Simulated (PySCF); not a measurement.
SMILES CB(C)[SiH](Cl)Cl (C2H7BCl2Si), singlet (PBE0/def2-SVP optimised geometry):

```
13

Si     1.528     0.011     0.000
Cl     2.046    -0.025     2.019
Cl     2.319     1.732    -0.856
B     -0.501     0.011     0.000
C     -1.249     1.380     0.000
C     -1.240    -1.363     0.091
H      2.233    -1.135    -0.639
H     -0.758     2.170    -0.588
H     -1.188     1.720     1.056
H     -2.319     1.318    -0.251
H     -2.257    -1.296     0.508
H     -0.683    -2.170     0.591
H     -1.357    -1.686    -0.965
```

Method: PBE0/def2-TZVP run with PySCF 2.14.0.

What are the frontier orbital energies and the dipole moment?

HOMO-2 -9.23 eV, HOMO-1 -9.04 eV, HOMO -7.78 eV, LUMO -1.87 eV, LUMO+1 0.27 eV; dipole moment 2.70 D.

On the same geometry PySCF with PBE/def2-TZVP gives HOMO-2 -7.84 eV, HOMO-1 -7.64 eV, HOMO -6.54 eV, LUMO -2.79 eV, LUMO+1 -0.63 eV; dipole moment 2.61 D.

Meta-Löwdin charges at PBE0/def2-TZVP: Si1 0.71, Cl2 -0.30, Cl3 -0.30, B4 0.06, C5 -0.46, C6 -0.45, H7 -0.09, H8 0.14, H9 0.16, H10 0.12, H11 0.13, H12 0.13, H13 0.15.
